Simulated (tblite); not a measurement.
C6H10O2SSi.
SMILES with atom numbers: `[CH3:1][CH2:2][C:3]#[C:4][Si@@H:5]([OH:6])[S:7][CH2:8][CH:9]=[O:10]` (hydrogens: H11, H12, H13 on C1; H14, H15 on C2; H16 on Si5; H17 on O6; H18, H19 on C8; H20 on C9)

The geometry is computed with GFN2-xTB (gas phase).

Question: List the bond lengths, angles and torsions at this level.

Answer: 
```tsv
bond	length (bohr)
C1–C2	2.892
C2–C3	2.737
C3≡C4	2.279
C4–Si5	3.491
Si5–O6	3.044
Si5–S7	4.135
S7–C8	3.456
C8–C9	2.820
C9=O10	2.269
C1–H11, C1–H12, C1–H13	2.056
C2–H14	2.067
C2–H15	2.067
Si5–H16	2.731
O6–H17	1.819
C8–H18	2.057
C8–H19	2.069
C9–H20	2.094
```

Bonds in one row agree within 0.02 bohr and their mean is given. A selection of angles:
```tsv
angle	degrees
C2–C1–H11	110.0
C2–C1–H12	110.6
H11–C1–H12	108.5
C1–C2–C3	111.3
C1–C2–H14	109.9
C1–C2–H15	109.9
C3–C2–H14	108.8
C3–C2–H15	108.7
H14–C2–H15	108.2
C2–C3–C4	179.5
C3–C4–Si5	175.7
C4–Si5–O6	113.6
C4–Si5–S7	103.4
C4–Si5–H16	115.4
O6–Si5–S7	111.8
O6–Si5–H16	107.2
S7–Si5–H16	105.1
Si5–O6–H17	119.4
Si5–S7–C8	101.6
S7–C8–C9	114.1
S7–C8–H18	106.9
S7–C8–H19	107.7
C9–C8–H18	110.9
C9–C8–H19	108.0
H18–C8–H19	109.1
C8–C9–O10	126.2
C8–C9–H20	113.3
O10–C9–H20	120.5
```

Dihedral angles: C4–Si5–S7–C8 -41° (synclinal); Si5–S7–C8–C9 -70° (synclinal); S7–C8–C9–O10 32° (synclinal); H17–O6–Si5–C4 75° (synclinal).

Si5 (oxygen-bound silicon) is distorted tetrahedral (angles from 103.4° to 115.4°). H17 on O6 lies 2.03 Å from O10, 6 bonds away (angle at H 138°; Bondi radii sum to 2.72 Å). The 4 C–C bonds span 1.206 Å (C3≡C4, drawn triple) to 1.530 Å (C1–C2, drawn single), a spread of 0.324 Å. Of the pairs four or more bonds apart, those above aside, C4···H19 is among the closest relative to their van der Waals radii: 2.58 Å, 89 % of the sum of Bondi's values.

Point group: C1 (no symmetry element, even within 0.4 Å). GFN2-xTB frequencies show an imaginary mode (25i cm⁻¹), so the point is no minimum at that level. Torsions: C4–Si5–O6–H 75°, C4–Si5–S7–C8 -41°, Si5–S7–C8–C9 -70°, S7–C8–C9–O10 32°. 3 starts were optimised and ended at 0.00, 2.39 and 4.52 kcal/mol (GFN2-xTB); the lowest of these is shown.
